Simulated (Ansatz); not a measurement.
Reaction (cleavage of the B–Si bond): `CB[SiH2]Cl` + `FCS` → `CBSCF` + `[SiH3]Cl`

Gas-phase electronic energies from Ansatz, PBE0-D4/def2-TZVP geometries. CCSD(T)/CBS adds triple-zeta CCSD(T) − MP2 to the extrapolated MP2 energy (def2 sets, frozen cores). This one scheme is used for every species. Functionals use def2-TZVPP. B3LYP here is the variant with VWN-RPA as its local correlation; programs differ in this. Each species was taken in one conformer, which may not be the lowest.

| level | ΔE (kcal/mol) | difference from CCSD(T)/CBS |
| --- | --- | --- |
| PBE-D4 | -27.3 | 0.9 |
| r2SCAN-D4 | -28.5 | -0.3 |
| PBE0-D4 | -27.4 | 0.8 |
| B3LYP-D4 | -27.7 | 0.5 |
| ωB97X-V | -27.3 | 0.9 |
| ωB97M-V | -28.3 | -0.1 |
| B2PLYP | -28.7 | -0.5 |
| PBE | -27.2 | 1.0 |
| r2SCAN | -28.5 | -0.3 |
| PBE0 | -27.3 | 0.9 |
| B3LYP | -27.6 | 0.6 |
| HF/def2-TZVPP | -27.3 | 0.9 |
| MP2/def2-TZVPP | -30.4 | -2.2 |
| SCS-MP2/def2-TZVPP | -29.5 | -1.3 |
| CCSD/def2-TZVPP | -27.7 | 0.5 |
| CCSD(T)/def2-TZVPP | -28.4 | -0.2 |
| HF/def2-QZVPP | -27.2 | 1.0 |
| MP2/def2-QZVPP | -30.3 | -2.1 |
| SCS-MP2/def2-QZVPP | -29.3 | -1.1 |
| HF/CBS(def2) | -27.2 | 1.0 |
| MP2/CBS(def2) | -30.3 | -2.1 |
| CCSD/CBS(def2) | -27.5 | 0.7 |
| CCSD(T)/CBS | -28.2 | 0 |

Largest T1 diagnostic among the species: 0.013.

In def2-TZVPP, CCSD(T) changes the Hartree–Fock value by −1.1 kcal/mol (the triples alone add −0.7 kcal/mol) and MP2 by −3.1 kcal/mol.
